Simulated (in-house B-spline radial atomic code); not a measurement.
Results of a calculation; reference values are marked as such.
# Making a Troullier-Martins p channel for Sn, r_c = 3.6 bohr

Sn, [Kr] 4d10 5s2 5p2, non-relativistic PBE, spherical and spin-unpolarised, from a B-spline radial code for spherical atoms (atomic units). The all-electron 5p level is ε = -0.138529 hartree, its outermost node lies just inside 1.12 bohr and its outer maximum at 2.57 bohr.

Inside r_c the pseudo-orbital is u(r) = r^2 exp(p(r)), with p = c0 + c2 r² + c4 r⁴ + … + c12 r¹². The seven coefficients follow from p and its first four derivatives at r_c, from zero curvature of the screened potential at the origin, c4 = −c2²/(2l + 5), and from the norm inside r_c. At r_c the all-electron orbital has P = 0.506942, P' = -0.1477562, the screened potential V = -0.2532917, V' = 0.1680015, V'' = -0.1428086, and the norm inside is Q = 0.6661799.

Task: What are p, p' and p'' at r_c?

Result: p = ln(P/r_c^2) = ln(0.506942/12.96) = -3.24123. p' = P'/P − 2/r_c = -0.29147 − 0.55556 = -0.84702. The radial equation gives p'' = 2(V − ε) − 2(2) p'/r_c − p'² = -0.22953 − (-0.94113) − 0.71745 = -0.00584. Differentiating, p''' = 2V' + 2(2)p'/r_c² − 2(2)p''/r_c − 2p'p'' = 0.071175, and p'''' = 2V'' − 4(2)p'/r_c³ + 4(2)p''/r_c² − 2(2)p'''/r_c − 2p''² − 2p'p''' = -0.10256.

For a trial c2 the five matching conditions are linear in c0, c6, c8, c10 and c12, and c2 is varied until the norm inside r_c equals Q. The root nearest zero gives:

| n | c_n |
| --- | --- |
| 0 | -1.537027 |
| 2 | -0.114255 |
| 4 | -0.001864886 |
| 6 | -0.0005392159 |
| 8 | 9.357975e-05 |
| 10 | -4.930392e-06 |
| 12 | 8.994029e-08 |

Task: Check c4 and p(r_c), and find the screened pseudopotential at the origin.

Result: −c2²/7 = -0.00186489, as listed. The terms c_n r_c^n are -1.53703, -1.48074, -0.31323, -1.17376, 2.63999, -1.80263, 0.42617, which sum to -3.24123. Inverting the radial equation, V_l(r) = ε + 2 p'/r + (p'' + p'²)/2, so V_l(0) = ε + (2l + 3) c2 = -0.138529 + 5 × (-0.114255) = -0.7098 hartree, finite where the all-electron potential diverges.

Orbitals and screened potentials:

| r (bohr) | P | u | V all-electron | V pseudo |
| --- | --- | --- | --- | --- |
| 0.36 | 0.06243 | 0.02746 | -45.26 | -0.71 |
| 0.9 | -0.1704 | 0.1585 | -6.973 | -0.7158 |
| 1.44 | 0.2733 | 0.3479 | -2.165 | -0.7296 |
| 1.98 | 0.5296 | 0.5158 | -0.9849 | -0.7099 |
| 2.52 | 0.6029 | 0.5944 | -0.571 | -0.5903 |
| 3.06 | 0.5768 | 0.5763 | -0.3697 | -0.3932 |
| 3.6 | 0.5069 | 0.5069 | -0.2533 | -0.2533 |

Logarithmic derivatives P'/P at R = 3.9 bohr, for energies E around ε:

```json
{"E − ε (hartree)": "-0.5", "all-electron": "0.912916", "pseudo": "0.909357"}
{"E − ε (hartree)": "-0.25", "all-electron": "0.539613", "pseudo": "0.536413"}
{"E − ε (hartree)": "-0.1", "all-electron": "0.153285", "pseudo": "0.151779"}
{"E − ε (hartree)": "0", "all-electron": "-0.333159", "pseudo": "-0.333158"}
{"E − ε (hartree)": "0.1", "all-electron": "-1.65098", "pseudo": "-1.67223"}
{"E − ε (hartree)": "0.25", "all-electron": "4.93885", "pseudo": "4.4118"}
{"E − ε (hartree)": "0.5", "all-electron": "1.06937", "pseudo": "0.944464"}
```
